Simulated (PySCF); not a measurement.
## Ta⁶¹⁺: ionisation energy

Ta⁶¹⁺ [Ne] 3s2 (1S) → Ta⁶²⁺ [Ne] 3s1 (2S), as a difference of total energies. All numbers are calculated (PySCF 2.14, scalar relativity by spin-free X2C-1e, in an uncontracted even-tempered set (17 s from 17 bohr⁻², ratio 2.5; 12 p from 23 bohr⁻², ratio 2.5; 4 d from 82 bohr⁻², ratio 2.7; 4 f from 120 bohr⁻², ratio 2.7)). Correlated levels: outer shells: 1s2 frozen; virtual orbitals above 40 to 60 times the deepest correlated orbital energy dropped. The calculations carry no spin-orbit coupling.

```
            method  ionisation energy (eV)
               UHF                  6772.9
               LDA                  6778.0
              PBE0                  6780.4
            r2SCAN                  6772.4
            PBEsol                  6778.8
            B2PLYP                  6778.4
MP2 (outer shells)                  6776.4
```

Question: Estimate what PBE gives.

Answer: 6782.5 eV, closest to PBE0 among the rows shown.

Question: Estimate what SCS-MP2 (outer shells) gives.

Answer: 6776.7 eV, closest to MP2 (outer shells) among the rows shown.

Breit and QED terms and the two-electron picture change are absent.

For comparison: 6769 ± 12 eV (theoretical estimate listed by NIST; NIST Atomic Spectra Database, ionization energies).
